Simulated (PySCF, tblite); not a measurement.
Calculations on `N#Cc1cn[n]([GeH3])n1`, in the order of a workflow; each names the level of the geometry that it ran on. Settings lines and outputs come from a driver script.

C3H4GeN4.
Atom-mapped SMILES: `[N:1]#[C:2][c:3]1[cH:4][n:5][n:6]([GeH3:7])[n:8]1` (hydrogens: H9 on C4; H10, H11, H12 on Ge7)

Step 1: GFN2-xTB geometry optimisation, gas phase (tblite 0.8.0) (from a force-field or distance-geometry start)
```json
{"job": {"kind": "relax", "xc": "GFN2-xTB", "basis": "xTB"}, "charge": 0, "multiplicity": 1}
```
```
step      E/eV     max force
  0    -598.99839    2.938
  1    -599.07208    3.094
  2    -599.09162    3.222
...
 21    -599.23863    0.042
 22    -599.23876    0.056
 23    -599.23888    0.046
 24    -599.23894    0.021
 25    -599.23897    0.010
```

Energy lowered by 5.5 kcal/mol over 25 steps; largest atomic force 0.010 eV/Å at the end. «max force» is the largest atomic force in eV/Å.

Step 2: GFN2-xTB harmonic vibrations, gas phase (tblite 0.8.0) (on the GFN2-xTB geometry)
```json
{"job": {"kind": "ir", "xc": "GFN2-xTB", "basis": "xTB"}, "charge": 0, "multiplicity": 1}
```
```
(table of modes left out)
```

30 modes from 19 to 3192 cm⁻¹ (unscaled, harmonic); zero-point energy 42.6 kcal/mol; all wavenumbers are real at this level.

Step 3: TDDFT B3LYP/def2-SVPD, vertical, gas phase, core orbitals frozen in the response (PySCF 2.14.0, density-fitted response routines) (on the GFN2-xTB geometry)
```json
{"job": {"kind": "uv", "xc": "B3LYP", "basis": "def2-SVPD", "nstates": 8, "ntriplets": 3}, "charge": 0, "multiplicity": 1}
```
```
...
Static polarisability (au): isotropic 88.067, principal 58.739 79.030 126.432
Singlet excitations
state   eV       nm        f      main configurations
  1   5.8326    212.6   0.00027   H-1->L 0.95
  2   5.9874    207.1   0.29693   H->L 0.86
  3   6.3985    193.8   0.00230   H-3->L 0.94
  4   6.5600    189.0   0.04936   H->L+1 0.46, H-2->L 0.36
  5   6.6858    185.4   0.00021   H->L+2 0.80, H->L+1 0.13
  6   6.8125    182.0   0.00642   H-1->L+1 0.55, H->L+4 0.16, H->L+3 0.09
  7   6.8393    181.3   0.00017   H->L+4 0.39, H-1->L+1 0.26, H->L+3 0.25
  8   7.1425    173.6   0.09043   H-2->L 0.38, H->L+1 0.26, H-1->L+2 0.15
Triplet excitations (Tamm-Dancoff, eV): 4.4476 5.0527 5.1137
```

HOMO -8.07 eV, LUMO -1.60 eV; lowest singlet 5.83 eV; lowest triplet 4.45 eV (Tamm–Dancoff); mean polarisability 88.1 au.

On one thread of an Arm Neoverse V1, on a shared host, this took 41 s and 0.85 GiB of memory at its peak.

Geometry of the electronic-property runs (GFN2-xTB):
```
atom  x, y, z in Å
N1    -3.835    1.110   -0.372
C2    -2.774    0.698   -0.240
C3    -1.494    0.149   -0.057
C4    -1.159   -1.134    0.425
N5     0.155   -1.225    0.429
N6     0.593   -0.068   -0.025
Ge7    2.389    0.341   -0.139
N8    -0.353    0.784   -0.327
H9    -1.798   -1.932    0.742
H10    3.033   -0.975   -0.386
H11    2.775    0.929    1.177
H12    2.469    1.321   -1.253
```

 (This holds for the electronic-property runs.)
